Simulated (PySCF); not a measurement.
FH3O2Si, SMILES F[SiH](O)O. Coordinates come from a PBE0-D3(BJ)/def2-SVP optimisation. One conformer was computed; it need not be the lowest.

The numbers are results of PBE0-D3(BJ)/def2-SVP in PySCF, not measurements.

Harmonic wavenumbers (cm⁻¹): 177, 209, 303, 356, 390, 754, 782, 830, 846, 898, 963, 1012, 2347, 3932, 3942. Rotational constants (GHz): 7.075, 6.560, 3.950; symmetry number 1.

Problem. Work out the zero-point energy and the ideal-gas rigid-rotor harmonic-oscillator thermochemistry at 298.15 K and 1 atm.

Solution. ZPE = ½ Σ hcν = ½ × 17741 cm⁻¹ = 106.11 kJ/mol. H − E(el) = 123.06 kJ/mol. Entropy in J/(mol K): translation 163.72, rotation 104.50, vibration 38.15, total 306.37. G − E(el) = 31.72 kJ/mol. Cp = 84.72 J/(mol K).
